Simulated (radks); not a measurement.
Q: La3+, configuration [Kr] 4d9 5s2 5p6 5d1 (not the ground configuration). Calculated with a radial shooting solver on a logarithmic mesh with Libxc functionals: Dirac Kohn-Sham, PW91, spin-unpolarised, spherical densities, point nucleus; open shells fill j = l - 1/2 first. Some entries of the table are withheld. Estimate them.

orbital,occ.,eigenvalue (eV),<r^2> (bohr^2)
1s1/2,2,-38762.31,0.0008536
2s1/2,2,-6201.021,0.01356
2p1/2,2,-5850.588,0.009958
2p3/2,4,-5437.315,0.01122
3s1/2,2,-1355.925,0.09279
3p1/2,2,-1208.243,0.08763
3p3/2,4,-1127.639,0.09525
3d3/2,4,-869.0417,0.07835
3d5/2,6,-851.7886,0.08052
4s1/2,2,-301.3237,0.4776
4p1/2,2,-246.7378,0.5101
4p3/2,4,-229.2924,0.5505
4d3/2,4,(1),0.6520
4d5/2,5,(2),0.6678
5s1/2,2,-66.0652,2.518
5p1/2,2,(3),3.070
5p3/2,4,(4),3.319
4f5/2,0,-35.8487,1.240
4f7/2,0,-35.5025,1.257
5d3/2,1,-25.6045,5.798
5d5/2,0,-25.2626,5.935
6s1/2,0,-21.5161,12.59
6p1/2,0,-17.3872,15.99
6p3/2,0,-16.8198,16.89

A: 
(1) 4d3/2 eigenvalue (eV): -139.5630
(2) 4d5/2 eigenvalue (eV): -136.4847
(3) 5p1/2 eigenvalue (eV): -50.3129
(4) 5p3/2 eigenvalue (eV): -47.3930
